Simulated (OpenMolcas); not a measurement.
**Ni4+, Pd4+, Pt4+: d⁶ down the group**

```
Program             : OpenMolcas
Method              : SS-CASPT2, IPEA 0.25 Eh, imaginary shift 0.1 Eh
Basis               : ANO-R3
Scalar Hamiltonian  : X2C, finite nucleus
Spin-orbit coupling : state interaction with AMFI integrals over the reference wave functions, term energies averaged over their components
```

Active space for each ion: 6 electrons in 5 orbitals (d); closed shells correlated by CASPT2: Ni4+ 3s 3p; Pd4+ 4s 4p; Pt4+ 5s 5p.

Computed levels in cm-1 above ⁵D₄:

```json
{"Level": "⁵D₃", "Ni4+": "860", "Pd4+": "2020", "Pt4+": "7780"}
{"Level": "⁵D₁", "Ni4+": "1818", "Pd4+": "3820", "Pt4+": "11150"}
{"Level": "⁵D₀", "Ni4+": "2000", "Pd4+": "4170", "Pt4+": "11160"}
{"Level": "³H₆", "Ni4+": "27310", "Pd4+": "20020", "Pt4+": "22180"}
{"Level": "³H₅", "Ni4+": "27700", "Pd4+": "20330", "Pt4+": "34630"}
{"Level": "³P₁(1)", "Ni4+": "28510", "Pd4+": "25180", "Pt4+": "42370"}
{"Level": "³F₂(1)", "Ni4+": "29860", "Pd4+": "23390", "Pt4+": "26740"}
{"Level": "³G₅", "Ni4+": "33480", "Pd4+": "25330", "Pt4+": "21700"}
{"Level": "³G₄", "Ni4+": "34250", "Pd4+": "26850", "Pt4+": "33840"}
{"Level": "weight of ⁵D in the lowest level (%)", "Ni4+": "100", "Pd4+": "98", "Pt4+": "79"}
```

Mixed levels, with the weight of the term that names them: Pt4+ ⁵D₀ (72 %), Pt4+ ³H₅ (52 %), Pt4+ ³P₁(1) (71 %), Pt4+ ³F₂(1) (66 %), Pt4+ ³G₅ (52 %), Pt4+ ³G₄ (57 %).

Measured, with the error of the calculation in %. Measured levels: Ni4+ from Corliss and Sugar, J. Phys. Chem. Ref. Data 10, 197 (1981).

```
 Level          Ni4+
   ⁵D₃    890 (-3.4)
   ⁵D₁   1872 (-2.9)
   ⁵D₀   2058 (-2.8)
   ³H₆  27111 (+0.7)
   ³H₅  27578 (+0.4)
³P₁(1)  28698 (-0.7)
³F₂(1)  29899 (-0.1)
   ³G₅  33256 (+0.7)
   ³G₄  34062 (+0.6)
```

The fine-structure level ⁵D₀ changes by a factor of 5.58 from Ni4+ to Pt4+.

Without spin-orbit coupling ³H lies 26880, 19030, 17460 cm-1 above ⁵D in that order; the difference to the level ³H₆, of either sign, comes from spin-orbit coupling, which also lowers the zero.

CASPT2 does not keep the components of a term degenerate, so their means are used; among the terms shown or strongly mixed into the levels shown the widest spread is 140 cm-1 (5d⁶ ¹G(1), Pt4+). Measured partners are found by configuration, term and J. A level has none where our copy of the source lacks it or the pairing is in doubt (some pairs that miss far off the trend of their configuration count as doubtful), and it then counts in no deviation. Levels of configurations outside the active space are missing.

A number in round brackets counts repeated terms of one configuration in the order of the reference energies.
